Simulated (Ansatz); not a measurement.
`[OH][SnH2][F]` → F• + `[OH][SnH2]`•  (homolysis of the F–Sn bond)

Computed with Ansatz on PBE0-D4/def2-TZVP structures; ΔE is electronic, products minus reactants. CCSD(T)/CBS adds triple-zeta CCSD(T) − MP2 to the extrapolated MP2 energy (def2 sets, frozen cores). This one scheme is used for every species, atoms too. Functionals use def2-TZVPP. HSE06 is defined as in plane-wave codes. No spin–orbit coupling; open shells (•) take unrestricted orbitals. Spin–orbit coupling would lower the free atoms: a little for F. Elements past krypton have def2 core potentials. Bonds to Sn are less sure, by a few kJ/mol each and by 10 to 20 or more in all where they break to atoms, as the def2 sets lack core-valence functions. One conformer a species, not always the lowest.

CCSD(T)/CBS gives +520.6 kJ/mol.

(1) Another level gave +504.9 kJ/mol. Which?
A. HF/def2-TZVPP
B. PBE/def2-TZVPP
C. HSE06-D4/def2-TZVPP
D. BLYP-D4/def2-TZVPP

Largest T1 diagnostic among the species: 0.017.

## Answers

(1) B. PBE 504.9, HF/def2-TZVPP 347.5, BLYP-D4 494.7, HSE06-D4 486.9 kJ/mol.

The D4 term adds +3.2 kJ/mol with B3LYP and +1.7 kJ/mol with PBE0; it sums over pairs of atoms, weighted by their polarisabilities, and B3LYP, whose exchange is more repulsive, gets the larger term. From BLYP to BHLYP (50 % exact exchange), in def2-TZVPP and without D4, ΔE moves by −27.9 kJ/mol: exact exchange takes away binding that semilocal exchange gives to molecules. At CCSD(T), def2-SVP lies −54.1 kJ/mol from the extrapolated value and def2-TZVPP −26.0 kJ/mol: correlation converges slowly with the basis, and small sets miss more of it in the bonded molecule than in its fragments.

B3LYP here is the variant with VWN-RPA as its local correlation; programs differ in this.

CCSD(T)/CBS has its own doubt, a few kJ/mol and more with outer-core shells, so smaller differences from it don't rank the levels.
